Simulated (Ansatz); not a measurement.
Input for Ansatz (a program for electronic structure): U-CCSD(T)/6-31G on BO, 2S+1 = 2, a point of a bond scan (R = 3.847 Å).

Ansatz 0.2 input:
```yaml
crystal:
  periodic: [false, false, false]
  atoms:
    - {symbol: B, position_ang: [-0.00000000, -0.00000000, -0.73974202]}
    - {symbol: O, position_ang: [0.00000000, 0.00000000, 3.10691648]}
basis:
  gaussian:
    orbitals: 6-31G
magnetization: {spin_polarized: true, initial_magnetization: 1}
correlation: {method: ccsd_t, electrons: outside_noble_gas}
scf: {omitted_lower_state_checks: [cluster_reference]}
```

Q: Predict the final total energy.

A: -99.4010 hartree (reference determinant -99.3004, T1 diagnostic 0.005). Its determinant has ⟨S²⟩ = 1.75, a mixture of spin states.
